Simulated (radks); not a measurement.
The numbers below are computed, except where a source is named.
The arsenic anion As- inside a hard spherical wall (all orbitals vanish at R), configuration held at [Ar] 3d10 4s2 4p4 and not refilled when levels cross. Code: a radial shooting solver on a logarithmic mesh with Libxc functionals. Model: scalar-relativistic Kohn-Sham, LDA (Slater exchange, VWN5 correlation), spin-unpolarised, spherical densities, finite nucleus; Fermi nuclear charge, rms radius 4.0968 fm. Eigenvalues in eV, with the zero of energy where the potential of the charges vanishes at infinity; a dash marks a level that is unbound or too diffuse for the functional's potential to be trusted. A positive occupied level is held by the wall or, in an anion where self-interaction has pushed it up, behind a barrier. The pressure on the wall is -dE/dV.

R (bohr)  E (hartree)  kinetic (hartree)    e(3p)    e(3d)   e(4s)   e(4p)  e(5s, empty)  e(5p, empty)  pressure (GPa)
20        -2257.82477           2300.388  -126.28  -33.764  -7.884   0.929         2.139         2.422        < 0.0001
15        -2257.82453           2300.389  -126.23  -33.710  -7.834   0.974         2.706         3.348         0.00130
10        -2257.82078           2300.408  -125.85  -33.333  -7.497   1.276         4.224         5.933          0.0596
7         -2257.79082           2300.539  -124.44  -31.931  -6.342   2.394         8.043        11.690            1.31
5         -2257.61758           2301.226  -120.45  -27.984  -3.320   5.759        18.722        25.470            19.9
4         -2257.19923           2302.728  -114.94  -22.556   1.047  11.044        35.219        44.780             109
2         -2245.47825           2337.267  -67.501   24.369  67.086  88.134        253.75        274.09           14400
1.5       -2219.88321           2407.941  -15.335   79.908  185.63  214.67        561.71        579.22          101000
